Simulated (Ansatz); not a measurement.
A nudged elastic band was laid between two geometries of C$_{3}$H$_{9}$BO (14 atoms, charge 0, multiplicity 1).

These are results of RHF/def2-SVP in Ansatz, not measurements.

| Property | Result |
| --- | --- |
| movable images | 7 |
| climbing image | yes |
| spring | 5.0 eV/Å² |
| optimiser | quadratic models (default) |
| start path | through a guess of the saddle point |
| force threshold | 0.03 eV/Å |
| iteration limit | 60 |
| end points | relaxed |

Image 0:

```xyz
14
Properties=species:S:1:pos:R:3
C -1.478 1.057 0.798
C -0.373 0.575 -0.137
C 0.334 -0.697 0.341
B 1.495 -1.281 -0.570
O 1.881 -0.733 -1.737
H -2.255 0.297 0.912
H -1.952 1.965 0.420
H -1.083 1.276 1.793
H 0.361 1.380 -0.258
H -0.803 0.405 -1.131
H 0.758 -0.540 1.341
H -0.397 -1.504 0.483
H 2.089 -2.273 -0.232
H 1.410 0.043 -1.994
```

Image 8:

```xyz
14
Properties=species:S:1:pos:R:3
C -1.550 1.061 0.901
C -0.472 0.634 -0.091
C 0.280 -0.632 0.326
B 1.422 -1.136 -0.640
O 1.710 -0.464 -1.771
H -2.304 0.280 1.028
H -2.063 1.965 0.566
H -1.123 1.268 1.886
H 0.242 1.451 -0.225
H -0.925 0.478 -1.073
H 0.731 -0.499 1.319
H -0.422 -1.467 0.463
H 2.054 -2.134 -0.374
H 2.407 -0.833 -2.289
```

Which bonds break or form, and what moves?

No bond is made or broken.

What energy profile does the band end with?

It converged. The highest image is number 4 of 0 to 8, 0.54 eV above the first end and 0.58 eV above the last; the last end lies 0.04 eV below the first. A vibrational analysis at the climbing image gives one clearly imaginary mode, 766i cm⁻¹: a first-order saddle point.

```
image  path coordinate (Å)  energy (eV)
    0                 0.00         0.00
    1                 0.28         0.01
    2                 0.57         0.12
    3                 0.85         0.39
    4                 1.14         0.54
    5                 1.42         0.39
    6                 1.70         0.12
    7                 1.99        -0.02
    8                 2.27        -0.04
```

What is the geometry of the highest image?


```xyz
14
Properties=species:S:1:pos:R:3
C -1.510 1.070 0.852
C -0.398 0.621 -0.092
C 0.303 -0.665 0.348
B 1.493 -1.191 -0.554
O 1.994 -0.477 -1.604
H -2.288 0.307 0.939
H -1.984 1.989 0.501
H -1.122 1.260 1.856
H 0.341 1.421 -0.189
H -0.816 0.484 -1.095
H 0.717 -0.548 1.360
H -0.419 -1.486 0.455
H 2.018 -2.245 -0.271
H 1.661 -0.570 -2.480
```

What are the harmonic wavenumbers there?

766i, 58, 144, 166, 268, 354, 588, 638, 665, 819, 836, 987, 992, 1112, 1141, 1180, 1206, 1337, 1370, 1421, 1427, 1496, 1527, 1545, 1589, 1596, 1605, 2640, 3130, 3158, 3164, 3171, 3214, 3246, 3248, 4242 cm⁻¹.

The band took 21 iterations and of the order of 5 core-minutes.

Run time: 2.7 min on 2 threads of Arm Neoverse V2, on a shared host, peak memory 0.24 GiB.
